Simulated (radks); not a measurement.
The numbers below are computed, except where a source is named.
The gallium ion Ga3+, [Ar] 3d10. Level of theory: non-relativistic Kohn-Sham, exchange-only B88, spin-polarised, spherical densities, point nucleus (a radial shooting solver on a logarithmic mesh with Libxc functionals). Every spin shell is full or empty, so the densities are truly spherical. Functionals are evaluated on that one density, not self-consistently. Rank these orbital-free kinetic functionals by their error against the exact value of the orbitals, and give that value: Thomas-Fermi, von Weizsacker, TF + vW, TF + vW/5, Perdew 92, Thakkar, LKT, PG1, Ernzerhof.

Answer. Exact: 1921.44 hartree. From best to worst, with 100 (|E| - |E exact|)/|E exact| (equal figures are ties): Ernzerhof -0.46, Thakkar -0.54, Perdew 92 -0.83, TF + vW/5 +3.50, Thomas-Fermi -6.27, PG1 +18.31, LKT +23.11, TF + vW +42.59, von Weizsacker -51.14.
